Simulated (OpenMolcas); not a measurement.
**Se4+: effect of the basis set**

```json
{
 "Program": "OpenMolcas 26.06",
 "Method": "MS-CASPT2, IPEA 0.25 Eh, imaginary shift 0.1 Eh (closed shells correlated: 3d)",
 "Active space": "2 electrons in 8 orbitals (4s 4p 5s 5p)",
 "State averaging": "2S+1 = 3 even, 3 roots; 2S+1 = 1 even, 7 roots; 2S+1 = 3 odd, 3 roots; 2S+1 = 1 odd, 3 roots",
 "Spin-orbit coupling": "RASSI with atomic mean-field integrals over the reference wave functions, term energies averaged over their components"
}
```

A. ANO-RCC-VTZP [6s5p3d1f], DKH2, point nucleus; CASPT2 step about 3 core-seconds
B. ANO-RCC-VQZP [7s6p4d2f1g], DKH2, point nucleus; CASPT2 step of the order of 5 core-seconds
C. ANO-R2 [6s6p4d3f1g], X2C, finite nucleus; CASPT2 step of the order of 8 core-seconds
D. ANO-RCC [9s8p6d4f2g], DKH2, point nucleus; CASPT2 step roughly 12 core-seconds

Energies in cm⁻¹ above 4s² ¹S₀, the measured ground level; measured values from the list in Rauch et al., Astron. Astrophys. 606, A105 (2017).

```json
{"Level": "4s² ¹S₀", "A": "0.0", "B": "0.0", "C": "0.0", "D": "0.0", "Measured": "0.0"}
{"Level": "4s 4p ³P°₀", "A": "87240", "B": "87620", "C": "88550", "D": "88210", "Measured": "89749"}
{"Level": "4s 4p ³P°₁", "A": "88690", "B": "89050", "C": "89940", "D": "89650", "Measured": "91350"}
{"Level": "4s 4p ³P°₂", "A": "91860", "B": "92180", "C": "93040", "D": "92810", "Measured": "94960"}
{"Level": "4s 4p ¹P°₁", "A": "134100", "B": "132950", "C": "130540", "D": "132060", "Measured": "131733"}
{"Level": "4p² ³P₀", "A": "210350", "B": "210410", "C": "209610", "D": "210650", "Measured": "211794"}
{"Level": "4p² ³P₁", "A": "212280", "B": "212320", "C": "211520", "D": "212610", "Measured": "214091"}
{"Level": "4p² ³P₂ [52 %]", "A": "213570", "B": "213380", "C": "212630", "D": "213570", "Measured": ""}
{"Level": "4p² ¹D₂ [52 %]", "A": "217880", "B": "217560", "C": "216820", "D": "217810", "Measured": ""}
```

Deviations, from unrounded energies. A percentage is the sum of absolute deviations over the sum of measured energies, with the sign that they share, or ± where signs differ.

```
           Against measurement  Levels     A     B     C     D
mean absolute deviation (cm-1)       6  2300  1900  1700  1400
      other configurations (%)       6  ±1.7  ±1.4  -1.3  ±1.0
```

D lies closest to measurement on these levels and A furthest from it. The largest miss of D in the table is 4s 4p ³P°₂, by -2100 cm-1. The ranking rests on the paired levels alone, and a cruder setting can come out closer through cancelling errors.

Among A to D the level of the table that moves most is 4s 4p ¹P°₁, by 3600 cm-1 (lowest in C, highest in A). Moves below CASPT2's spread within the term are not significant.

CASPT2 does not keep the components of a term degenerate, so their means are used; among the terms shown or strongly mixed into the levels shown the widest spread is 150 cm-1 (4p² ¹D, A). Over all roots computed the reference weight is 0.92 to 0.99 in A, 0.92 to 0.99 in B, 0.90 to 0.97 in C, 0.91 to 0.98 in D; the roots of lowest weight are the least certain, and an intruder state may touch them. Active for correlation alone: 5p 5s; no level in the range computed is led by a configuration that fills them, so any true level of that kind is missing. The ¹D term of p² mixes with s d, which this space lacks. Some levels mix across a computed gap that differs much from the measured one, so their mixing is not that of the real levels (holds for A; C). Measured partners are found by configuration, term and J. A level has none where our copy of the source lacks it or the pairing is in doubt (some pairs that miss far off the trend of their configuration count as doubtful), and it then counts in no deviation. Levels of configurations outside the active space are missing. Levels that lie high or do not pair safely by name in every column are left out.

A share in square brackets marks a mixed level and gives the weight of the term that names it, the lowest over the columns. ° marks odd parity.
